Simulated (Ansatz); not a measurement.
CH5BFNSi (`F/C=N\B[SiH3]`). Total charge 0; spin multiplicity 1. The geometry is a stationary point of PBE0-D4/def2-TZVP. It is one conformer, not always the lowest.

```xyz
10

F    -1.108   -2.587   -1.230
C    -0.362   -2.161   -0.205
N    -0.447   -1.020    0.236
B    -0.535    0.266    0.667
Si    0.644    1.693   -0.142
H     0.295   -2.948    0.159
H    -1.320    0.515    1.538
H    -0.196    2.767   -0.741
H     1.546    1.156   -1.198
H     1.483    2.319    0.918
```

Task: What is the dipole moment at r2SCAN/def2-TZVPP? (Estimate.)

Result: The calculation gave: 1.68 D, with components (0.59, -1.45, 0.62) D in this frame, pointing from negative to positive charge.

Task: And with PBE, B3LYP, ωB97M-V? (Estimate.)

Result: The calculation gave: PBE 1.67 D, B3LYP 1.73 D, ωB97M-V 1.85 D.

Task: Give the Mulliken charges with r2SCAN, PBE, ωB97M-V in def2-TZVPP. (Estimate.)

Result: The calculation gave: 
| atom | r2SCAN | PBE | ωB97M-V |
| --- | --- | --- | --- |
| F1 | -0.17 | -0.13 | -0.17 |
| C2 | 0.17 | 0.06 | 0.15 |
| N3 | 0.03 | 0.12 | 0.02 |
| B4 | -0.11 | -0.11 | -0.14 |
| Si5 | 0.20 | 0.09 | 0.05 |
| H6 | 0.11 | 0.11 | 0.13 |
| H7 | 0.00 | 0.01 | 0.07 |
| H8 | -0.07 | -0.05 | -0.03 |
| H9 | -0.08 | -0.06 | -0.04 |
| H10 | -0.07 | -0.05 | -0.03 |

B3LYP here is the variant with VWN-RPA as its local correlation; programs differ in this.

Program: Ansatz 0.2.0.
